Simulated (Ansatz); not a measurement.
Be₂O₂, relaxed as a triplet with UKS B3LYP-D4/def2-TZVP in Ansatz, starting from the B3LYP-D4/def2-TZVP geometry of the neutral singlet. Force threshold 0.02 eV/Å.

At B3LYP-D4/def2-TZVP a singlet of charge 0 lies 2.75 eV below the triplet, each at its own geometry. The structure comes from a short search, and lower isomers may exist.

Start:

```xyz
4

Be   -0.053   -0.414   -0.760
Be    0.052    0.414    0.760
O    -0.355    1.019   -0.530
O     0.356   -1.018    0.530
```

```
        step  energy (eV)  largest force component (eV/Å)  SCF passes
           1   -4898.5243                           3.283          50
           2   -4898.7277                           1.765          54
           3   -4898.8209                           1.412          62
           4   -4898.8889                           0.519          60
5 (rejected)   -4898.7186                           0.903          46
           6   -4898.9177                           0.334          54
           7   -4898.9217                           0.022          44
8 (rejected)   -4898.8939                           0.318          55
           9   -4898.9219                           0.003          46
```

Force components are those of the run's own axes.

End:

```csv
atom,x (Å),y (Å),z (Å)
Be1,-0.1779,-0.5030,-0.8468
Be2,-0.0575,0.4456,0.8943
O3,-0.2147,0.9813,-0.5197
O4,0.4500,-0.9239,0.4722
```

By distances, no bond broke or formed. The bond that changes most is Be2–O4, from 1.48 to 1.52 Å (atoms count from 1).

No frequencies were taken in this run, so the end may be a saddle point.

Hardware: 4 threads of Arm Neoverse V1 on a shared host. Wall time 13 s.
